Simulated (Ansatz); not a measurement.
## Ligand exchange: C3H7Br + SiH3(SnH3) → C3H10Si + SnH3Br

Species: C3H7Br (2-bromopropane) `CC(C)Br`, singlet; SiH3(SnH3), singlet; C3H10Si `CC(C)[SiH3]`, singlet; SnH3Br `[Br][SnH3]`, singlet. The partners trade Br for SiH3: C–Br and Sn–SiH3 bonds give way to C–SiH3 and Sn–Br.

Shapes, held fixed at every level: PBE0-D4/def2-TZVP. Programs: Ansatz 0.2.0. The zero-point and thermal change to 298 K, harmonic and unscaled (PBE0-D4/def2-TZVP), is +0.7 kJ/mol.

```json
{"level": "B3LYP-D4/def2-TZVPP", "kind": "global hybrid", "ΔH(298 K) (kJ/mol)": "-99.3", "less CCSD(T)/def2-TZVPP": "-4.8", "CPU time (sum over the molecules)": "60 s"}
{"level": "BHLYP-D4/def2-TZVPP", "kind": "global hybrid", "ΔH(298 K) (kJ/mol)": "-107.6", "less CCSD(T)/def2-TZVPP": "-13.1", "CPU time (sum over the molecules)": "37 s"}
{"level": "PBE0-D4/def2-TZVPP", "kind": "global hybrid", "ΔH(298 K) (kJ/mol)": "-95.5", "less CCSD(T)/def2-TZVPP": "-1.0", "CPU time (sum over the molecules)": "36 s"}
{"level": "r2SCAN0-D4/def2-TZVPP", "kind": "global hybrid", "ΔH(298 K) (kJ/mol)": "-101.4", "less CCSD(T)/def2-TZVPP": "-6.9", "CPU time (sum over the molecules)": "59 s"}
{"level": "wB97M-V/def2-TZVPP", "kind": "range-separated hybrid", "ΔH(298 K) (kJ/mol)": "-103.6", "less CCSD(T)/def2-TZVPP": "-9.1", "CPU time (sum over the molecules)": "2.4 min"}
{"level": "CCSD/def2-SVP", "kind": "coupled cluster or CI", "ΔH(298 K) (kJ/mol)": "-105.0", "less CCSD(T)/def2-TZVPP": "-10.5", "CPU time (sum over the molecules)": "–"}
{"level": "CCSD(T)/def2-TZVPP", "kind": "coupled cluster or CI", "ΔH(298 K) (kJ/mol)": "-94.5", "less CCSD(T)/def2-TZVPP": "0.0", "CPU time (sum over the molecules)": "21 min"}
```

The highest level, CCSD(T)/def2-TZVPP, gives ΔH(298 K) = -94.5 kJ/mol; the levels span -107.6 to -94.5. The column of differences is taken from that level and isn't an error. No measured value is set beside it here. For atoms past krypton def2 sets carry core potentials with scalar relativity. Relativity is left out for Br unless named. Correlated rows may include outer-core shells of Br, Sn, which these sets cover unevenly. Times are processor times on shared x86 and Arm servers, and rough.
